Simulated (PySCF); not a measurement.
**Zn(CN)2: computed shieldings and shifts**

Zn(CN)2, C2N2Zn, point group D∞h.

Geometry:
```json
{"atom": "Zn1", "x (Å)": "0.005", "y (Å)": "0.005", "z (Å)": "0.000"}
{"atom": "C2", "x (Å)": "0.004", "y (Å)": "0.012", "z (Å)": "1.890"}
{"atom": "N3", "x (Å)": "-0.002", "y (Å)": "0.015", "z (Å)": "3.051"}
{"atom": "C4", "x (Å)": "-0.001", "y (Å)": "-0.010", "z (Å)": "-1.890"}
{"atom": "N5", "x (Å)": "-0.006", "y (Å)": "-0.022", "z (Å)": "-3.051"}
```

GIAO calculations in PySCF 2.14.0 with density-fitted response routines on the PBE0-D3(BJ)/def2-SVP structure: isolated species, non-relativistic, equivalent atoms averaged; basis pcSseg-1 (pcSseg-2 on Zn).

(1) Give the isotropic shieldings (ppm) with B3LYP, PBE, PBE0.

(2) And the chemical shifts, against references computed in the same way?

(3) Which part of the shielding of Zn1 depends on the functional?

(4) What couplings does PBE/pcJ-1 (pcSseg-1 on Zn) give?

Answers

(1) 
| atoms | environment | B3LYP | PBE | PBE0 |
| --- | --- | --- | --- | --- |
| Zn1 | Zn bonded to 2 C | 1739 | 1701 | 1764 |
| N3/N5 | nitrogen bonded to C | -113.3 | -102.8 | -111.0 |
| C2/C4 | carbon bonded to N, Zn | 57.8 | 63.4 | 60.1 |
| HOMO–LUMO gap (eV) | – | 7.66 | 5.75 | 8.22 |

(2) 
```tsv
atoms	nucleus, reference	B3LYP	PBE	PBE0
N3/N5	15N, NH3	376.8	367.9	376.7
C2/C4	13C, TMS	121.5	116.7	124.3
```

(3) Diamagnetic: B3LYP 2525, PBE 2524, PBE0 2524 ppm; paramagnetic: B3LYP -785, PBE -823, PBE0 -760 ppm. The diamagnetic part, set mainly by inner electrons, hardly moves; the paramagnetic part goes with low-lying magnetically allowed excitations and carries the spread.

(4) 1J(C2,N3) = -4.3, 2J(C2,C4) = 26.2 Hz (averaged over equivalent pairs; isotopes 13C, 15N).

Experimental scales use liquid or dissolved standards, which lie at an offset from isolated NH3 (liquid NH3: subtract about 20 ppm). Unscaled 15N shifts of sp2 nitrogen come out 20 to 40 ppm too high even then.
